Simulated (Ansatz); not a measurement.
The cluster Cs2F3, relaxed as a doublet with UKS r2SCAN-D4/def2-SVP in Ansatz, starting from the GFN1-xTB geometry. Force threshold 0.02 eV/Å.

In the def2 sets Cs takes a core potential; there is no spin–orbit coupling. Another isomer (doublet) lies 0.81 eV lower at PBE0-D4/def2-TZVP; other spin states weren't run for this one.

Start:

```xyz
5

Cs    1.9212   -0.2834    0.3641
Cs   -1.9174    0.3143   -0.3689
F     0.5035   -0.6517   -1.8299
F    -0.8490   -1.2786    1.3478
F     0.3416    1.8994    0.4868
```

```
step  energy (eV)  largest force component (eV/Å)  SCF passes
   1   -9240.1419                           0.523         161
   2   -9240.3368                           0.145          69
   3   -9240.3501                           0.037          63
   4   -9240.3515                           0.027          62
   5   -9240.3516                           0.001          51
```

Force components are those of the run's own axes.

End:

```xyz
5

Cs    1.914   -0.392    0.510
Cs   -1.915    0.392   -0.507
F     0.345   -0.587   -1.752
F    -0.596   -1.222    1.303
F     0.252    1.810    0.447
```

By distances, no bond broke or formed. The bond that changes most is Cs1–F4, from 3.10 to 2.76 Å (atoms count from 1).

No frequencies were taken in this run, so the end may be a saddle point.

It took 51 s on 4 threads of Arm Neoverse V1 on a shared host.
